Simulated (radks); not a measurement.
Spherical quantum dot in the effective-mass picture: electrons in a well V = -V0 / (1 + exp((r - R)/a)) with V0 = 4.58, R = 6.02, a = 0.46, all in effective atomic units (hartree* = m*/eps^2 hartree, bohr* = eps/m* bohr), one dielectric constant everywhere. Calculated with a radial shooting solver with Libxc functionals: non-relativistic Kohn-Sham, exchange-only LDA, spin-polarised, spherical densities. Levels are named by radial order and angular momentum (1s, 1p, 1d, 2s, ...), and open shells are averaged over m. Results are scaled to m* = 0.298 and eps = 17.7, for which hartree* = 25.88 meV and bohr* = 3.143 nm.

N = 3, configuration 1s2 1p(up 1, down 0). This is the lowest configuration that the search found. Occupied and some empty levels:

level,occupation,eigenvalue (meV),<r> (nm)
1s up,1,-97.207,9.887
1s down,1,-96.185,9.787
1p up,1,-93.862,11.09
1p down,0,-92.761,11.08
1d up,0,-89.123,11.95
1d down,0,-88.010,11.98
2s up,0,-84.820,9.042
2s down,0,-84.132,9.062
1f up,0,-83.259,12.65
1f down,0,-82.166,12.68

Energy (meV): total -315.553, kinetic 13.769, external -350.24, Hartree 31.991, exchange-correlation -11.078.

Electron density:

r (nm),n(r) (e/nm^3)
0.429,0.0002850
1.51,0.0002899
2.58,0.0002997
3.66,0.0003129
4.74,0.0003270
5.82,0.0003387
6.89,0.0003439
7.97,0.0003381
9.05,0.0003180
10.1,0.0002820
11.2,0.0002321
12.3,0.0001740
13.4,0.0001163
14.4,0.00006719
15.5,0.00003247
16.6,0.00001264
17.7,3.844e-06
18.7,9.060e-07
19.8,1.706e-07
20.9,2.719e-08
